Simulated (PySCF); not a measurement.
C₂H₆FGaO, SMILES C[O][Ga]([CH3])[F]. Heavy atoms are numbered as in [Ga:1]([F:2])([CH3:3])[O:7][CH3:8]. Hydrogens are named by the atom that carries them.

Coordinates come from a B3LYP-D3(BJ)/def2-SVP optimisation. The structure was generated by enumeration; whether it is a known compound was not checked. Other conformers were not sampled.

Computed with PBE/pcSseg-1 run with PySCF.

GIAO shieldings, no solvent; atoms alike by connectivity are averaged. δ = σ(ref) − σ: ¹⁹F against CFCl3 (σ = 133.6 ppm); ¹³C against TMS (σ = 182.0 ppm); ¹H against TMS (σ = 31.49 ppm); ¹⁷O against H2O (σ = 334.3 ppm), references at their B3LYP-D3(BJ)/def2-TZVP geometries, non-relativistic.

```
atoms     nucleus  count  δ (ppm)
--------  -------  -----  -------
F2            ¹⁹F      1        …
C8 (CH3)      ¹³C      1     61.0
C3 (CH3)      ¹³C      1        …
H on C8        ¹H      3        …
H on C3        ¹H      3     0.63
O7            ¹⁷O      1    117.2
```

Task: Fill in the missing entries. (An estimate is asked for; the answer gives what the named calculation found.)

Result: 
- C3 (CH3), δ (ppm): -10.7
- H on C8, δ (ppm): 4.48
- F2, δ (ppm): -157.3
